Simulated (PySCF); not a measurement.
From one molecule to another.

First species: C₂H₆Ge.
SMILES: `C=[CH][GeH3]`

Second species: C4H7ClO.
Numbering: `[CH3:1][CH:2]([CH3:3])[C:4](=[O:5])[Cl:6]` (hydrogens: H7, H8, H9 on C1; H10 on C2; H11, H12, H13 on C3)

Structure used (PBE0-D3(BJ)/def2-SVP), in Å, numbered top down from 1:
```
atom  x, y, z in Å
C1     0.9109   -0.9185   -0.4972
C2     0.0145   -0.0373    0.3755
C3    -1.4507   -0.1150   -0.0263
C4     0.4910    1.3962    0.3339
O5    -0.0664    2.3264   -0.1367
Cl6    2.1017    1.6051    1.1090
H7     0.5793   -1.9646   -0.4292
H8     1.9604   -0.8651   -0.1780
H9     0.8510   -0.6109   -1.5527
H10    0.1383   -0.3582    1.4244
H11   -2.0819    0.5042    0.6265
H12   -1.8031   -1.1547    0.0362
H13   -1.5920    0.2376   -1.0585
```

Levels: CAM-B3LYP/def2-SVPD for dipole moment, HOMO energy, LUMO energy, HOMO–LUMO gap, static isotropic polarisability and electronic spatial extent ⟨r²⟩ about the centre of nuclear charge; TDDFT CAM-B3LYP/def2-SVPD for lowest singlet excitation; TDA CAM-B3LYP/def2-SVPD for lowest triplet excitation (Tamm–Dancoff); ΔSCF CAM-B3LYP/def2-SVPD for vertical ionisation energy; PBE0-D3(BJ)/def2-SVP for rotational constant A and rotational constant C. Geometries: PBE0-D3(BJ)/def2-SVP. Each structure is a single optimised conformer of the isolated species, non-relativistic unless stated; the electronic structure was computed with PySCF and density fitting.

Dipoles, sizes and rotational constants follow the conformer. The torsions of the flexible species, by atom-mapped SMILES:
- `[CH3:1][CH:2]([CH3:3])[C:4](=[O:5])[Cl:6]`: C1–C2–C4–O5 113°

Values for the first species:

* Dipole moment: 0.57 D
* HOMO energy: -9.24 eV
* LUMO energy: 0.79 eV
* HOMO–LUMO gap: 10.03 eV
* Lowest singlet excitation: 6.80 eV
* Lowest triplet excitation (Tamm–Dancoff): 4.27 eV
* Static isotropic polarisability: 57.8 au
* Vertical ionisation energy: 10.16 eV
* Electronic spatial extent ⟨r²⟩ about the centre of nuclear charge: 381 bohr²
* Rotational constant A: 32.695 GHz
* Rotational constant C: 3.553 GHz

Estimate the same properties for the second species, and the change in each.

| property | first | second | second less first |
| --- | --- | --- | --- |
| dipole moment | 0.57 D | 3.02 D | +2.45 D |
| HOMO energy | -9.24 eV | -9.93 eV | -0.69 eV |
| LUMO energy | 0.79 eV | 0.05 eV | -0.74 eV |
| HOMO–LUMO gap | 10.03 eV | 9.98 eV | -0.05 eV |
| lowest singlet excitation | 6.80 eV | 5.16 eV | -1.64 eV |
| lowest triplet excitation (Tamm–Dancoff) | 4.27 eV | 4.65 eV | +0.38 eV |
| static isotropic polarisability | 57.8 au | 66.5 au | +8.7 au |
| vertical ionisation energy | 10.16 eV | 10.81 eV | +0.65 eV |
| electronic spatial extent ⟨r²⟩ about the centre of nuclear charge | 381 bohr² | 783 bohr² | +402 bohr² |
| rotational constant A | 32.695 GHz | 4.385 GHz | -28.310 GHz |
| rotational constant C | 3.553 GHz | 1.581 GHz | -1.972 GHz |

On the first: A dipole of 0.57 D is allowed in Cs, and pure rotational transitions are dipole-allowed. The ΔSCF ionisation energy exceeds −ε(HOMO) by 0.92 eV with CAM-B3LYP. The calculation is non-relativistic and has no spin–orbit coupling, an omission that weighs most on germanium.

On the second: In wavenumbers S1 is 41700 cm⁻¹ (1 eV = 8065.54 cm⁻¹). A dipole of 3.02 D is allowed in C1, and pure rotational transitions are dipole-allowed.
